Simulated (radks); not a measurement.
Values are calculated unless marked as measured or tabulated.
All-electron atom: Re44+ in [Ar] 3d10 4s2 4p1.

Code: a radial shooting solver on a logarithmic mesh with Libxc functionals. Model: Dirac Kohn-Sham, BLYP, spin-unpolarised, spherical densities, finite nucleus; open shells fill j = l - 1/2 first; Fermi nuclear charge, rms radius 5.3698 fm.

Energy parts (Ry):
part                       energy
total                 -30815.7866
kinetic                35146.2186
electron-nucleus      -71576.6743
Hartree                 6116.9209
exchange-correlation    -502.2518

Orbitals (lengths in bohr, moments of r in powers of bohr; <r^-3> diverges for s and p1/2; r(90%) holds 90 % of the orbital's charge):
orbital,occ.,eigenvalue (Ry),<r^-3>,r(90%),small-component weight
1s1/2,2,-5418.684,-,0.0329,8.02e-02
2s1/2,2,-1069.316,-,0.118,1.83e-02
2p1/2,2,-1030.909,-,0.104,1.83e-02
2p3/2,4,-924.6754,17180,0.114,1.65e-02
3s1/2,2,-361.7010,-,0.284,6.24e-03
3p1/2,2,-344.8698,-,0.275,6.18e-03
3p3/2,4,-320.8666,4082,0.294,5.68e-03
3d3/2,4,-293.1855,710.1,0.266,5.54e-03
3d5/2,6,-287.8957,601.9,0.271,5.40e-03
4s1/2,2,-174.6698,-,0.546,2.77e-03
4p1/2,1,-167.4551,-,0.546,2.71e-03
4p3/2,0,-159.4605,1395,0.572,2.56e-03

The highest occupied level is 4p1/2 at -2278.3 eV. For comparison, the ionisation energy in NIST's Atomic Spectra Database is 2302 eV (theoretical). In exact Kohn-Sham theory the highest level is minus the ionisation energy, but local and semilocal functionals leave it too shallow, through self-interaction and a potential that decays too fast; potentials with the right tail come closer. Summed over all electrons, <r^2> = 1.249 bohr^2, which gives a Langevin (diamagnetic) susceptibility term of -0.989 x 10^-6 cm^3/mol.

Beside tabulated values, note that spin-unpolarised runs miss the spin-polarisation part of the exchange energy of open shells.
